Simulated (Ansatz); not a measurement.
GeH2 (SMILES [GeH2]) moved off its minimum; all values from Ansatz (a program for electronic structure), cores frozen in correlated methods.
(charge 0, multiplicity 1)
```xyz
3

Ge    -0.01044     0.07915     0.14459
H     -0.05043    -1.20824    -1.22614
H     -0.07570     1.24675    -1.03745
```

Forces at wB97M-V/def2-TZVPP (eV/Å):

```csv
atom,Fx,Fy,Fz
Ge1,-0.088,-0.925,-2.398
H2,0.051,1.516,1.703
H3,0.037,-0.591,0.695
```

### Question
Give the forces (eV/Å), the total energy and the dipole at CCSD(T)/aug-cc-pVTZ.

### Answer

```csv
atom,Fx,Fy,Fz
Ge1,-0.078,-0.908,-2.154
H2,0.047,1.367,1.566
H3,0.031,-0.459,0.587
```
Energy -2076.6354 hartree, dipole 0.94 D.

Doubts at one or more of the structures used: a restricted determinant that unrestricted orbitals would lower (CCSD(T)/aug-cc-pVTZ).
